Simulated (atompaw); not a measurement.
# Logarithmic derivatives: Cu, PAW (atompaw)

atompaw 4.2.0.5 input, output lines left out:

```
Cu 29
GGA-PBE scalarrelativistic loggrid 1500 logderivrange -2 5 176
4 4 3 0 0 0
4 0 1
4 1 0
0 0 0
c
c
c
v
c
c
v
v
2
3.00 2.55 2.75 2.85
y
3.75
n
y
0.4
n
y
0.4
n
custom rrkj gramschmidtortho besselshape
bessel
3.00
2.25
3.00
3.00
1.40
1.40
```

The phase is arctan(r·u′/u) with u = r·R(r), unwrapped; energies in Ry, scanned from -2 to 5 Ry. A pole is an energy at which the radial function vanishes at the test radius. The pseudo phase is shifted by a multiple of π to meet the all-electron one at the reference energy, and phase errors are pseudo minus all-electron; the curves can meet again beyond the range given. Levels narrower than the energy grid can be missing from the lists of poles.

| channel | radius (bohr) | reference energy (Ry) | poles, all-electron | poles, pseudo | unbroken range about the reference energy with phases within 0.05 rad | phase error 1 Ry above the reference energy (rad) |
| --- | --- | --- | --- | --- | --- | --- |
| s | 3.02 | -0.34 | 0.52 | 0.51 | the whole range | -0.003 |
| p | 3.02 | -0.05 | 1.37 | 1.36 | below 3.1 | -0.000 |
| d | 3.02 | -0.37 | -0.32, 2.95 | -0.32, 3.03 | below 4.2 | +0.000 |

Phases in the p channel:

```json
{"E (Ry)": "-2.00", "all-electron": "1.319", "pseudo": "1.319"}
{"E (Ry)": "-1.76", "all-electron": "1.300", "pseudo": "1.300"}
{"E (Ry)": "-1.52", "all-electron": "1.276", "pseudo": "1.276"}
{"E (Ry)": "-1.28", "all-electron": "1.244", "pseudo": "1.244"}
{"E (Ry)": "-1.04", "all-electron": "1.200", "pseudo": "1.200"}
{"E (Ry)": "-0.80", "all-electron": "1.136", "pseudo": "1.136"}
{"E (Ry)": "-0.56", "all-electron": "1.032", "pseudo": "1.032"}
{"E (Ry)": "-0.32", "all-electron": "0.837", "pseudo": "0.837"}
{"E (Ry)": "-0.08", "all-electron": "0.399", "pseudo": "0.399"}
{"E (Ry)": "0.16", "all-electron": "-0.430", "pseudo": "-0.430"}
{"E (Ry)": "0.40", "all-electron": "-1.031", "pseudo": "-1.031"}
{"E (Ry)": "0.64", "all-electron": "-1.295", "pseudo": "-1.295"}
{"E (Ry)": "0.88", "all-electron": "-1.429", "pseudo": "-1.429"}
{"E (Ry)": "1.12", "all-electron": "-1.511", "pseudo": "-1.511"}
{"E (Ry)": "1.36", "all-electron": "-1.570", "pseudo": "-1.570"}
{"E (Ry)": "1.60", "all-electron": "-1.617", "pseudo": "-1.617"}
{"E (Ry)": "1.84", "all-electron": "-1.658", "pseudo": "-1.659"}
{"E (Ry)": "2.08", "all-electron": "-1.699", "pseudo": "-1.702"}
{"E (Ry)": "2.32", "all-electron": "-1.744", "pseudo": "-1.748"}
{"E (Ry)": "2.56", "all-electron": "-1.797", "pseudo": "-1.806"}
{"E (Ry)": "2.80", "all-electron": "-1.867", "pseudo": "-1.885"}
{"E (Ry)": "3.04", "all-electron": "-1.972", "pseudo": "-2.014"}
{"E (Ry)": "3.28", "all-electron": "-2.155", "pseudo": "-2.268"}
{"E (Ry)": "3.52", "all-electron": "-2.532", "pseudo": "-2.865"}
{"E (Ry)": "3.76", "all-electron": "-3.263", "pseudo": "-3.733"}
{"E (Ry)": "4.00", "all-electron": "-3.915", "pseudo": "-4.186"}
{"E (Ry)": "4.24", "all-electron": "-4.227", "pseudo": "-4.384"}
{"E (Ry)": "4.48", "all-electron": "-4.382", "pseudo": "-4.489"}
{"E (Ry)": "4.72", "all-electron": "-4.472", "pseudo": "-4.555"}
{"E (Ry)": "4.96", "all-electron": "-4.531", "pseudo": "-4.601"}
```
